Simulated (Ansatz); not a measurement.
Stretching the C3–H5 bond in C2H6Zn (SMILES C[CH2][ZnH]) (multiplicity 1 held, fragments rigid). Energies count from the point at 1.095 Å.
Geometry at that point (charge 0, multiplicity 1):
```xyz
9

Zn    -0.10398     0.14811     0.83353
H     -0.34503     0.86439     2.18452
C      0.20221    -0.76014    -0.88504
C      0.18422     0.15106    -2.12118
H     -0.55495    -1.54400    -0.98684
H      1.16179    -1.28259    -0.81913
H      0.95367     0.92470    -2.06785
H     -0.77469     0.66152    -2.23669
H      0.36009    -0.41279    -3.04266
```

Signs of static correlation in def2-SVP, with CASSCF(2,2), from Ansatz (a first-principles code) runs.

```csv
R (Å),T1 of restricted CCSD,⟨S²⟩ of UHF,largest double amplitude of restricted CCSD,weight of the CASSCF reference in MRCISD,CASSCF natural occupations
0.876,0.011,0.000,0.037,0.886,1.99 0.01
0.985,0.011,0.000,0.037,0.886,1.99 0.01
1.095,0.011,0.000,0.037,0.886,1.98 0.02
1.204,0.011,0.000,0.036,0.886,1.98 0.02
1.313,0.011,0.000,0.032,0.886,1.97 0.03
1.478,0.012,0.000,0.028,0.886,1.94 0.06
1.642,0.014,0.000,0.049,0.886,1.91 0.09
1.916,(withheld),0.529,0.088,0.886,1.84 0.16
2.189,0.026,(withheld),0.231,0.887,1.73 0.27
2.518,0.038,0.924,0.384,0.887,1.56 0.44
2.955,0.057,0.986,0.577,0.887,1.34 0.66
3.503,0.076,1.007,0.788,0.887,1.16 0.84
```

Complete the blanks.


- 1.916, T1 of restricted CCSD: 0.018
- 2.189, ⟨S²⟩ of UHF: 0.791

Doubts at one or more of the structures used: a restricted determinant that unrestricted orbitals would lower (R-CCSD(T)/def2-SVP); other coupled-cluster roots lie near (R-CCSD(T)/def2-SVP); T1 above 0.05 (R-CCSD(T)/def2-SVP, U-CCSD(T)/def2-SVP); a spin-contaminated determinant (U-CCSD(T)/def2-SVP).
